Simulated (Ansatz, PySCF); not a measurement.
Species: C4H2ISe, charge 0, multiplicity 2. SMILES: Ic1c[c][se]c1
Geometry: optimised at B3LYP-D3(BJ)/def2-TZVP (Ansatz, a program for electronic structure).

Wanted: atomisation energy, in kcal/mol. Conventions: def2 sets with scalar-relativistic core potentials past Kr; atomisation electronic, to ground-state atoms; no dispersion term unless named; UHF or UKS for open shells; no spin-orbit coupling. Ab initio and DFT rows: single points at B3LYP-D3(BJ) geometries (Ansatz).

```
species        coefficient  E at BP86/def2-SVP (PySCF), Eh  E at PBE/def2-TZVPD (Ansatz), Eh
-------------  -----------  ------------------------------  --------------------------------
Ic1c[c][se]c1           -1                     -2852.76723                       -2852.27135
C atom                  +4                       -37.80175                         -37.79605
H atom                  +2                        -0.49913                          -0.49962
I atom                  +1                      -297.80355                        -297.66560
Se atom                 +1                     -2401.46323                       -2401.12538
```

 1 Eh = 627.5095 kcal/mol.

Task: Work the quantity out at each level.

Result: 
- BP86/def2-SVP: the sum of coefficient times E is 1.29519 Eh, or 812.74 kcal/mol. Result: 812.7 kcal/mol.
- PBE/def2-TZVPD: the sum of coefficient times E is 1.29693 Eh, or 813.84 kcal/mol. Result: 813.8 kcal/mol.
